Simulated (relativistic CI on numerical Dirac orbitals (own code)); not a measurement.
**Cr³⁺ in a cubic cluster: 3s photoemission with charge transfer**

Computed with a charge-transfer multiplet model of a cubic metal-ligand cluster with up to 2 ligand holes, Slater and spin-orbit integrals from Dirac-Coulomb-Breit ions, Slater integrals scaled by 0.8. The ground state mixes d3 with configurations of k ligand holes L, whose averages lie at kΔ + k(k − 1)U_dd/2; a core hole lowers each added d electron by U_cd. 300 K, Lorentzian 1.4 eV and Gaussian 0.8 eV FWHM.

Atomic integrals in eV (Slater integrals scaled, ζ unscaled), ground: F2dd 8.574, F4dd 5.368, zeta_d 0.033; with the core hole: F2dd 9.419, F4dd 5.934, zeta_d 0.040, G2cd 9.414.

Cluster parameters (eV): Δ = 3.9, U_cd = 5.6, 10Dq = 0.25, 10Dq(ligand) = 0.7, V(eg) = 1.95, V(t2g) = -0.9, final-state hopping factor = 1.

| Case | n_d | d3 | d4L | d5L2 | S |
| --- | --- | --- | --- | --- | --- |
| U_dd = 4.6 eV | 3.50 | 0.55 | 0.40 | 0.05 | 1.50 |
| U_dd = 5.3 eV | 3.48 | 0.56 | 0.39 | 0.04 | 1.50 |
| U_dd = 6 eV | 3.47 | 0.57 | 0.39 | 0.04 | 1.50 |

Weights, n_d and S are thermal averages at 300 K. Binding energies count from the first peak over 30 % of the highest in each spectrum, which can be another peak from case to case. The parameters are a model scan and need not match a compound or its usual spin state. Peaks in eV (height, largest 100):
- U_dd = 4.6 eV: 0.0 (100), 4.4 (42), 6.2 (24), 9.1 (88), 16.7 (14)
- U_dd = 5.3 eV: 0.0 (100), 4.6 (39), 6.3 (25), 9.2 (83), 16.7 (13)
- U_dd = 6 eV: 0.0 (100), 4.8 (36), 9.1 (78), 16.6 (13)

Curve for U_dd = 6 eV (points under 2 left out, the grid thinned):

(E (eV), Intensity): (-3.0, 6.8), (-2.5, 9.4), (-2.0, 14.0), (-1.5, 23.0), (-0.9, 47.6), (-0.4, 82.6), (0.1, 99.8), (0.6, 74.2), (1.1, 41.8), (1.6, 24.3), (2.2, 15.7), (2.7, 13.3), (3.2, 14.0), (3.7, 18.4), (4.2, 27.9), (4.7, 36.0), (5.3, 31.5), (5.8, 26.3), (6.3, 25.6), (6.8, 24.6), (7.3, 24.0), (7.8, 29.8), (8.4, 51.7), (8.9, 74.7), (9.4, 74.1), (9.9, 50.6), (10.4, 29.2), (10.9, 17.6), (11.4, 11.8), (12.0, 8.4), (12.5, 6.7), (13.0, 5.5), (13.5, 4.9), (14.0, 4.8), (14.5, 5.2), (15.1, 6.6), (15.6, 8.7), (16.1, 11.3), (16.6, 12.7), (17.1, 11.6), (17.6, 8.9), (18.2, 5.5), (18.7, 3.6), (19.2, 2.6), (19.7, 2.1)

For the case U_dd = 4.6 eV, Δ = 3.9 eV is smaller than U_dd = 4.6 eV, the charge-transfer side of the Zaanen-Sawatzky-Allen scheme. With the core hole the average of the configuration with one ligand hole lies at Δ − U_cd = -1.7 eV before mixing: the effective hopping of about 4.0 eV (from the holes of the mixed ground state) is comparable with this gap or larger, so the configurations mix strongly.

Without intra-shell correlation the exchange splitting of the 3s hole comes out too large.
